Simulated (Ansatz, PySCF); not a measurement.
System: GeBr3, net charge 0, doublet state. It need not be the lowest isomer of its formula. 
Structure (B3LYP-D3(BJ)/def2-TZVP (Ansatz, a first-principles code) minimum search):
SMILES: [Br][Ge]([Br])[Br]
```xyz
4

Ge     0.5264    -0.2236     0.2007
Br    -0.6251    -1.8711    -1.0031
Br    -0.7852     0.4626     2.0168
Br     0.9291     1.6129    -1.1972
```
Charge 0, spin multiplicity 2.

Dipole moments at this geometry, in debye (magnitudes).

| level | program | dipole (D) |
|---|---|---|
| PBE/def2-TZVPD | PySCF | 0.82 |
| r2SCAN/def2-TZVPD | Ansatz | 0.88 |
| B3LYP/def2-TZVPD | Ansatz | 0.95 |
| BHLYP/def2-TZVPD | Ansatz | 1.09 |
| M06-2X/def2-TZVPD | PySCF | 1.10 |
| HSE06/def2-TZVPD | Ansatz | [?] |
| CAM-B3LYP/def2-TZVPD | Ansatz | 1.03 |
| wB97M-V/def2-TZVPD | Ansatz | 1.05 |
| CCSD(T)/aug-cc-pVDZ | Ansatz | [?] |

Question: Fill in the missing entries.

Answer: 
- HSE06/def2-TZVPD, dipole (D): 0.94
- CCSD(T)/aug-cc-pVDZ, dipole (D): 0.95
